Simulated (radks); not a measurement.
Task: All-electron atom: Zr in [Kr] 4d2 5s2. All-electron calculation, scalar-relativistic Kohn-Sham, r2SCAN, spin-polarised, spherical densities, finite nucleus; open shells are filled with parallel spins first (spin-orbit coupling, left out, can overturn this in heavy ions); meta-GGA in the generalised Kohn-Sham scheme; Fermi nuclear charge, rms radius 4.2694 fm. Program: a radial shooting solver on a logarithmic mesh with Libxc functionals. Some entries of the table are withheld. Estimate them.

| orbital | occ. | eigenvalue (eV) | <r^2> (bohr^2) | <r> (bohr) |
|---|---|---|---|---|
| 1s down | 1 | -17866.04 | 0.001854 | 0.03707 |
| 1s up | 1 | -17866.03 | 0.001854 | 0.03707 |
| 2s up | 1 | -2487.100 | 0.03113 | 0.1625 |
| 2s down | 1 | -2486.890 | 0.03113 | 0.1625 |
| 2p up | 3 | -2215.435 | 0.02456 | 0.1417 |
| 2p down | 3 | -2215.289 | 0.02455 | 0.1417 |
| 3s up | 1 | -412.8062 | 0.2398 | 0.4573 |
| 3s down | 1 | -412.7261 | 0.2398 | 0.4574 |
| 3p up | 3 | -323.3868 | 0.2481 | 0.4614 |
| 3p down | 3 | -323.2869 | 0.2481 | 0.4614 |
| 3d up | 5 | -177.1597 | 0.2478 | 0.4526 |
| 3d down | 5 | -176.9778 | 0.2477 | 0.4526 |
| 4s up | 1 | -56.6611 | 1.690 | 1.220 |
| 4s down | 1 | -55.5020 | 1.666 | 1.212 |
| 4p up | 3 | (1) | 2.174 | 1.376 |
| 4p down | 3 | (2) | 2.133 | 1.363 |
| 5s up | 1 | -4.8647 | 15.03 | 3.637 |
| 4d up | 2 | (3) | 6.278 | 2.248 |
| 5s down | 1 | -4.1106 | 17.88 | 3.961 |
| 4d down | 0 | (4) | 7.744 | 2.446 |

Result: 
(1) 4p up eigenvalue (eV): -34.0555
(2) 4p down eigenvalue (eV): -32.6390
(3) 4d up eigenvalue (eV): -4.1686
(4) 4d down eigenvalue (eV): -2.4940
